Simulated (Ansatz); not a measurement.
CNO, SMILES `N#C[O+]` (lower triplet) (charge 1, multiplicity 3). The linear singlet lies higher and needs more than one determinant, so no gap is given.

Computed with PBE0/cc-pVTZ // B3LYP-D3(BJ)/def2-TZVP (Ansatz, an electronic-structure program).

Ansatz 0.2 input:
```yaml
crystal:
  periodic: [false, false, false]
  atoms:
    - { symbol: N, position_ang: [-1.258297, -0.000024, 0.000004] }
    - { symbol: C, position_ang: [0.064755, -0.000001, 0.0] }
    - { symbol: O, position_ang: [1.193542, 0.000026, -0.000004] }
basis:
  gaussian: { orbitals: cc-pVTZ }
hamiltonian:
  xc: pbe0
total_charge: 1
magnetization:
  spin_polarized: true
  initial_magnetization: 2
```

Output:

```
Functional definition: PBE0
518 factors; their error is unknown
mean field evaluation 1: about -4549.8658 eV, gradient 4.5e1 eV
mean field evaluation 2: about -4512.9113 eV, gradient 1.0e2 eV
mean field evaluation 4: about -4556.3477 eV, gradient 4.5e0 eV
mean field evaluation 8: about -4556.4474 eV, gradient 7.7e-2 eV
mean field evaluation 16: about -4556.4481 eV, gradient 3.0e-5 eV
mean field -4556.44812269 eV, -167.4463800373 hartree, gradient 3.0e-5 eV, S^2 2.028948; 0 other end points of the search recorded, 0 dependent functions left out
reference -4556.44813616 eV, -167.4463805325 hartree; 11, 9 occupied and 79, 81 virtual orbitals, 518 factors
Total energy: -4556.44813616 eV, -167.4463805325 hartree
```
